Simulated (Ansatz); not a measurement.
`[BH3-][n+]1ccccc1`. The species carries charge 0 and has multiplicity 1.

```xyz
15

B    -0.307    1.523   -1.640
N    -0.117    0.434   -0.486
C     0.439   -0.749   -0.757
C     0.667   -1.694    0.223
C     0.303   -1.409    1.529
C    -0.277   -0.181    1.803
C    -0.473    0.713    0.771
H    -0.450    0.906   -2.674
H    -1.273    2.186   -1.331
H     0.717    2.179   -1.637
H     0.693   -0.910   -1.796
H     1.119   -2.640   -0.044
H     0.465   -2.132    2.318
H    -0.582    0.088    2.806
H    -0.925    1.685    0.915
```

(1) Give the diagnostics of a CCSD(T)/def2-TZVPP run (frozen core, Ansatz). (Estimate.)

Results:

(1) The calculation gave: T1 = 0.0126, largest single amplitude 0.034, largest double 0.076, (T) share of the correlation energy 4.9 %, 10 CCSD cycles. The RHF solution is unstable towards an unrestricted one. T1 lies under the customary mark of 0.02 for closed shells.
